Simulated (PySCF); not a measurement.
## Dipole response of Bi⁻ (bismuth, charge -1)

[Xe] 4f14 5d10 6s2 6p4, high-spin 3P determinant. All numbers are calculated (PySCF 2.14, scalar relativity through the core potential, in aug-cc-pVQZ-PP with ECP60MDF). Coupled (time-dependent) response in atomic units; α is the mean over directions.

| method | mean α (bohr³) | α xx, yy, zz | C₆ (like pair) | S(−4) |
| --- | --- | --- | --- | --- |
| CAM-B3LYP | 151.8 | 124.5, 206.5, 124.5 | 2656 | 11160 |

S(−4) is the Cauchy moment in α(ω) = α(0) + S(−4) ω² + …

Spin-orbit coupling is absent.

α(iu) at CAM-B3LYP:

```
u (hartree)  α(iu) (bohr³)
          0          151.8
     0.0500          130.8
      0.100          99.46
      0.200          58.01
      0.300          37.37
      0.500          19.66
      0.750          11.38
       1.00          7.676
       1.50          4.406
       2.00          2.949
       3.00          1.620
       5.00         0.7012
```

A single London oscillator, α(iu) = α/(1 + u²/ω²), gives C₆ = (3/4) ω α². Matching the computed C₆ needs ω = 4 × 2656 / (3 × 151.8²) = 0.154 hartree.

For an ion, C₆ is the dispersion term alone; charge-induced terms of lower order in 1/R come first.

The components differ because the open shell of this determinant is not spherical; for a pure term their mean is the scalar polarisability.

Energies and moments cover only the electrons outside the core potential. Spin-orbit coupling is strong in this species (close to jj coupling), so the high-spin LS determinant is a model state, not a physical level. The outer electron is barely bound at this level, so radii and moments hang on the diffuse functions.
